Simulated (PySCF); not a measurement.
# Frontier levels across methods

C₂H₆BNSi.
Geometry (PBE0-D3(BJ)/def2-SVP, Å), atoms numbered from 1 in this order:
```
atom  x, y, z in Å
N1    -2.5929    0.5739    0.8818
B2    -1.8954   -0.1002   -0.1136
C3    -0.3615   -0.1511   -0.0969
C4     0.8632   -0.2002   -0.0962
Si5    2.6917   -0.2784   -0.0926
H6    -2.1378    1.0554    1.6470
H7    -3.6024    0.6267    0.8988
H8    -2.5161   -0.6472   -0.9955
H9     3.2137   -0.0931   -1.4778
H10    3.2466    0.7948    0.7849
H11    3.1299   -1.6063    0.4292
```

Basis pcSseg-2 throughout (PySCF), one geometry. Geometry: PBE0-D3(BJ)/def2-SVP; no solvent, vibrations or thermal averaging.

**Question.** How do the orbital energies, the gap and the dipole change with the method?

**Answer.** 
```json
{"method": "BLYP", "kind": "GGA", "HOMO (eV)": "-6.46", "LUMO (eV)": "-1.92", "gap (eV)": "4.53", "μ (D)": "2.14", "SCF cycles": "16"}
{"method": "B97-D", "kind": "GGA", "HOMO (eV)": "-6.57", "LUMO (eV)": "-1.96", "gap (eV)": "4.61", "μ (D)": "2.14", "SCF cycles": "16"}
{"method": "OPBE", "kind": "GGA", "HOMO (eV)": "-6.60", "LUMO (eV)": "-2.00", "gap (eV)": "4.60", "μ (D)": "2.21", "SCF cycles": "17"}
{"method": "PBE", "kind": "GGA", "HOMO (eV)": "-6.62", "LUMO (eV)": "-2.10", "gap (eV)": "4.53", "μ (D)": "2.18", "SCF cycles": "16"}
{"method": "KT2", "kind": "GGA", "HOMO (eV)": "-6.63", "LUMO (eV)": "-2.10", "gap (eV)": "4.53", "μ (D)": "2.07", "SCF cycles": "16"}
{"method": "KT3", "kind": "GGA", "HOMO (eV)": "-6.64", "LUMO (eV)": "-2.04", "gap (eV)": "4.60", "μ (D)": "2.09", "SCF cycles": "17"}
{"method": "BP86", "kind": "GGA", "HOMO (eV)": "-6.71", "LUMO (eV)": "-2.17", "gap (eV)": "4.54", "μ (D)": "2.17", "SCF cycles": "15"}
{"method": "LDA", "kind": "LDA", "HOMO (eV)": "-6.76", "LUMO (eV)": "-2.31", "gap (eV)": "4.45", "μ (D)": "2.16", "SCF cycles": "15"}
{"method": "B97-2", "kind": "global hybrid", "HOMO (eV)": "-7.56", "LUMO (eV)": "-1.22", "gap (eV)": "6.33", "μ (D)": "2.09", "SCF cycles": "14"}
{"method": "B3LYP", "kind": "global hybrid", "HOMO (eV)": "-7.57", "LUMO (eV)": "-1.38", "gap (eV)": "6.19", "μ (D)": "2.08", "SCF cycles": "14"}
{"method": "PBE0", "kind": "global hybrid", "HOMO (eV)": "-7.81", "LUMO (eV)": "-1.21", "gap (eV)": "6.60", "μ (D)": "2.09", "SCF cycles": "14"}
{"method": "mPW1PW91", "kind": "global hybrid", "HOMO (eV)": "-7.83", "LUMO (eV)": "-1.21", "gap (eV)": "6.62", "μ (D)": "2.09", "SCF cycles": "14"}
{"method": "BHandHLYP", "kind": "global hybrid", "HOMO (eV)": "-8.85", "LUMO (eV)": "-0.18", "gap (eV)": "8.67", "μ (D)": "1.98", "SCF cycles": "13"}
{"method": "CAM-B3LYP", "kind": "range-separated hybrid", "HOMO (eV)": "-9.13", "LUMO (eV)": "-0.09", "gap (eV)": "9.04", "μ (D)": "2.05", "SCF cycles": "13"}
{"method": "wB97X-D", "kind": "range-separated hybrid", "HOMO (eV)": "-9.66", "LUMO (eV)": "0.57", "gap (eV)": "10.22", "μ (D)": "2.09", "SCF cycles": "14"}
{"method": "HF", "kind": "Hartree–Fock", "HOMO (eV)": "-10.47", "LUMO (eV)": "2.25", "gap (eV)": "12.72", "μ (D)": "1.89", "SCF cycles": "12"}
{"method": "LC-wPBE", "kind": "range-separated hybrid", "HOMO (eV)": "-10.54", "LUMO (eV)": "0.99", "gap (eV)": "11.54", "μ (D)": "2.08", "SCF cycles": "15"}
```

The HOMO spans 4.09 eV, from BLYP down to LC-wPBE, and the gap runs from 4.45 eV (LDA) to 12.72 eV (HF). Over the methods BLYP (0 %), B97-D (0 %), OPBE (0 %), PBE (0 %), KT2 (0 %), KT3 (0 %), BP86 (0 %), LDA (0 %), B97-2 (21 %), B3LYP (20 %), PBE0 (25 %), mPW1PW91 (25 %), BHandHLYP (50 %), HF (100 %), a straight line through the gap against the share of exact exchange rises by 0.82 eV for each 10 % (correlation coefficient 1.000). The dipole ranges from 1.89 D (HF) to 2.21 D (OPBE). This basis has no diffuse functions.
